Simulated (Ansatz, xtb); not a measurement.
**CHLiSe: which of two structures lies lower**

Structure I is a singlet given by its coordinates and structure II is a singlet given by its coordinates. Both are isolated molecules in the gas phase, relaxed with PBE0-D3(BJ)/def2-SVP.

I (Å):

```yaml
atoms:
  - { symbol: C, position_ang: [1.0019, -0.6342, -1.7193] }
  - { symbol: Li, position_ang: [-0.9077, -0.7524, -1.6201] }
  - { symbol: Se, position_ang: [0.5066, 0.9431, -2.4455] }
  - { symbol: H, position_ang: [2.1015, -0.7434, -1.6938] }
```

Close contacts (Å): C1–Li2 1.92, C1–Se3 1.81, Li2–Se3 2.36, C1–H4 1.11.

II (Å):

```tsv
atom	x (Å)	y (Å)	z (Å)
C	-1.3364	0.1228	-0.1416
Li	0.6867	-0.5471	0.8287
Se	-0.0323	-0.3893	-1.2981
H	-0.9874	0.0480	0.9602
```

Close contacts (Å): C1–Li2 2.34, C1–Se3 1.82, Li2–Se3 2.25, C1–H4 1.16, Li2–H4 1.78.

Q: Estimate which is lower in electronic energy at CCSD(T)/def2-TZVPP, and by roughly how much.

A: The CCSD(T)/def2-TZVPP calculation puts structure I lower, by 98.2 kJ/mol.

Level by level:

```tsv
level	geometry	E(II) − E(I) (kJ/mol)	departure from the last row (kJ/mol)	job, with rough time for the two
PBE0-D3(BJ)/def2-SVP	PBE0-D3(BJ)/def2-SVP	+110.3	+12.1	optimisation, 17 s
HF/def2-TZVPP	PBE0-D3(BJ)/def2-SVP	+103.9	+5.8	part of the CCSD(T) run
MP2/def2-TZVPP	PBE0-D3(BJ)/def2-SVP	+105.5	+7.3	part of the CCSD(T) run
CCSD(T)/def2-TZVPP	PBE0-D3(BJ)/def2-SVP	+98.2		single point, 31 s
```

None of the levels shown reverses the order. The largest departure from CCSD(T)/def2-TZVPP is that of PBE0-D3(BJ)/def2-SVP, 12.1 kJ/mol. Levels run at GFN2-xTB geometries aren't shown.

With harmonic frequencies from PBE0-D3(BJ)/def2-SVP (ideal gas, rigid rotor, one conformer each, 298.15 K, 1 atm): the zero-point term adds −4.5 kJ/mol; ΔH is +94.0 and ΔG +93.4 kJ/mol.

The T1 diagnostic of structures I and II is large, so the coupled-cluster value is less sure. The correlated steps freeze 10 core orbitals; the filled d shell of Se is correlated; the last core shell of Li is correlated, in a basis made for valence electrons. Programs: Ansatz 0.2.0; the last row on 1 thread of Arm Neoverse V1 on a shared host.
